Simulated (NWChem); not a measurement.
Molecule: SiH₃F; SMILES F[SiH3]

Program: NWChem. Structure relaxed at the PBE0/def2-SVP level. Level: PBE0/def2-SVP with SMD (1 M gas to 1 M solution), gas-phase geometry. Reactions with the solvent are ignored.

For solvent water:

* **solvation free energy (kcal/mol)**: 0.9
* **cavity-dispersion-structure term (kcal/mol)**: 2.4
* **dipole in solution (D)**: 1.68

**Question.** How do the values read with solvent n-hexane instead?

**Answer.** The solvation free energy (kcal/mol) is -0.8 and the cavity-dispersion-structure term (kcal/mol) comes out as -0.2. The dipole in solution (D) is 1.53.
